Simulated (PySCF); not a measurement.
trans-stilbene, C14H12.
InChI=1S/C14H12/c1-3-7-13(8-4-1)11-12-14-9-5-2-6-10-14/h1-12H/b12-11+

Torsions of this conformer, `[CH:1](=[CH:2]\[c:3]1[cH:4][cH:5][cH:6][cH:7][cH:8]1)/[c:9]1[cH:10][cH:11][cH:12][cH:13][cH:14]1`: C1–C2–C3–C4 0°, C2–C1–C9–C10 179°.

The closed-shell ground state was solved at several levels (PySCF, density fitting, gas phase, non-relativistic). One conformer (not necessarily the lowest) at the PBE0-D3(BJ)/def2-SVP geometry, without solvent, vibrations or thermal averaging. The dipole stays under 0.02 D at every level.

```csv
level,basis functions,total energy (Eh),HOMO (eV),LUMO (eV),gap (eV)
B3LYP/pcJ-1,498,-540.7327,-5.85,-1.77,4.08
CAM-B3LYP/def2-SVPD,376,-540.0219,-7.12,-0.66,6.46
```

(1) What might PBE0/pcSseg-1 (298 basis functions) give for the same quantities?

(2) Over all these levels, which gives the widest orbital gap and which the narrowest?

Results:

(1) Total energy -539.9878 Eh, HOMO -6.08 eV, LUMO -1.66 eV, gap 4.42 eV.

(2) CAM-B3LYP/def2-SVPD (range-separated hybrid) has the widest, 6.46 eV, and B3LYP/pcJ-1 (global hybrid, 20 % exact exchange) the narrowest, 4.08 eV. Functional and basis both differ between the two, so the spread mixes both effects.
